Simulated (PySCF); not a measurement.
Constitutional and geometric isomers with formula C4H8Si. Isolated molecules, 0 K electronic values unless said otherwise. One relaxed conformer stands for each flexible species; it need not be the lowest. Strings in code marks are SMILES.

Computed with PBE-D3(BJ)/def2-TZVP // B3LYP-D3(BJ)/def2-TZVP in PySCF. Delta-SCF ions had no search for a lower state. 

```
species                                                         HOMO (eV)  vertical ionisation energy (Delta-SCF) (eV)
--------------------------------------------------------------  ---------  -------------------------------------------
`C=CC[SiH]=C` (C–C–C–Si torsion -104°, C–C–Si–C torsion -114°)      -5.36                                            –
`[Si@@H]1(C=C1C)C`                                                  -5.83                                         8.87
`CCC=C=[SiH2]`                                                          …                                            …
`CC[SiH]1C=C1` (C–C–Si–C torsion 25°)                               -6.01                                         9.16
`C=C=[Si](C)C`                                                      -4.62                                         7.44
`C=C=CC[SiH3]`                                                      -5.95                                         8.84
`C#CC[SiH2]C`                                                       -6.20                                         9.30
`C1CC12C[SiH2]2`                                                    -5.71                                            …
```

**Question.** Complete the blanks.

**Answer.** 
- `CCC=C=[SiH2]`, HOMO (eV): -5.19
- `CCC=C=[SiH2]`, vertical ionisation energy (Delta-SCF) (eV): 7.99
- `C1CC12C[SiH2]2`, vertical ionisation energy (Delta-SCF) (eV): 8.60
